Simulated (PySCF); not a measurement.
I2Mg, SMILES [I][Mg-][I], charge -1, multiplicity 2. Atoms are numbered in the order given.

```xyz
3

Mg     0.0000     0.0000     1.2820
I      0.0000     2.3841    -0.1451
I      0.0000    -2.3841    -0.1451
```
Charge -1, spin multiplicity 2.

Geometry optimised at B3LYP-D3(BJ)/def2-SVPD. The def2 effective core potentials stand for the cores of I; spin–orbit coupling is left out.

The numbers are results of B3LYP-D3(BJ)/def2-SVPD in PySCF, not measurements.

Frequencies are harmonic and unscaled.

Question: Estimate the vibrational spectrum. (Estimate from the structure and the level; the computed values follow.)

Answer: 
| mode | ν (cm⁻¹) | IR (km/mol) | moving atoms (share of kinetic energy) |
|---|---|---|---|
| 1 | 44 | 0.0 | I 89 %, Mg 11 % |
| 2 | 190 | 17.1 | Mg 80 %, I 20 % |
| 3 | 254 | 89.2 | Mg 88 %, I 12 % |
